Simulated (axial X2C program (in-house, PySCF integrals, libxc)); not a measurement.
BeF⁺: properties at the nuclei

Computed with an in-house all-electron X2C program for linear molecules (integrals from PySCF): two-component X2C with atomic mean-field Coulomb and Gaunt terms, Gaussian nuclei, basis F dyall-av3z, Be dyall-cv3z with contracted cores.

R = 1.313 Å (near the PBE0 minimum at charge 1 of the determinant lowest at the starting distance; the state shown can have its own minimum elsewhere).

Determinant lowest in the PBE0 search, Ω = 0 (closed shell), highest spinor 83% F p, 9% Be p, 5% Be d:

```json
{"level": "PBE0", "qzz F (a.u.)": "0.22", "qzz Be (a.u.)": "-0.09"}
{"level": "HF", "qzz F (a.u.)": "0.30", "qzz Be (a.u.)": "-0.11"}
{"level": "PBE", "qzz F (a.u.)": "0.16", "qzz Be (a.u.)": "-0.08"}
{"level": "TPSSh", "qzz F (a.u.)": "0.21", "qzz Be (a.u.)": "-0.08"}
{"level": "r2SCAN", "qzz F (a.u.)": "0.22", "qzz Be (a.u.)": "-0.09"}
```

qzz is the electric field gradient, eQq0 = 234.96 MHz × Q/barn × qzz. The operators were transformed with the bare-nucleus X2C matrices; with these basis sets, hyperfine constants and field gradients can be off by tens of per cent, and where levels differ in sign neither size nor sign is settled.

(1) With Q(9Be) = 0.05288 barn (Q from Pyykkö, Mol. Phys. 2018), turn the PBE0 values of the first state into constants in MHz.

Each state is one determinant with collinear spin. The search compared states at one distance, so a state with another bond length can lie lower.

Results:

(1) eQq0(9Be) = 234.96 × (0.05288) × (-0.09) = -1.12 MHz.
